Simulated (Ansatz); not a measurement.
The Ga1–H2 bond of GaH3 (SMILES [GaH3]) is stretched (multiplicity 1, the rest rigid).
Geometry at rest (charge 0, multiplicity 1):
```json
[
 {"atom": "Ga", "x (Å)": "0.0000", "y (Å)": "0.0000", "z (Å)": "0.0000"},
 {"atom": "H", "x (Å)": "1.5659", "y (Å)": "-0.1090", "z (Å)": "-0.0205"},
 {"atom": "H", "x (Å)": "-0.8774", "y (Å)": "-1.3017", "z (Å)": "0.0061"},
 {"atom": "H", "x (Å)": "-0.6885", "y (Å)": "1.4107", "z (Å)": "0.0144"}
]
```

Correlated levels freeze the cores. Filled d and f shells under p-block atoms count as core.

The values were computed with Ansatz (Gaussian orbitals). Values without a source in brackets are computed.

FIC-MRCISD+Q on CASSCF(2,2)/cc-pVTZ, total energies (hartree):

```tsv
R (Å)	CASSCF	MRCISD	weight c² of the reference
1.570	-1925.015297	-1925.113178	0.94599
2.747	-1924.933744	-1925.021656	0.94556
5.024	-1924.897081	-1924.980865	0.94609
```

Add the Davidson correction (E_MRCISD − E_CASSCF)(1 − c²)/c² and give the energies above the first point at the three levels.


Corrections (hartree): -0.005588, -0.005061, -0.004774. Above the first point (kcal/mol):
- R = 2.747 Å: CASSCF 51.2, MRCISD 57.4, with the correction 57.8
- R = 5.024 Å: CASSCF 74.2, MRCISD 83.0, with the correction 83.5

Ansatz is a program for electronic structure.
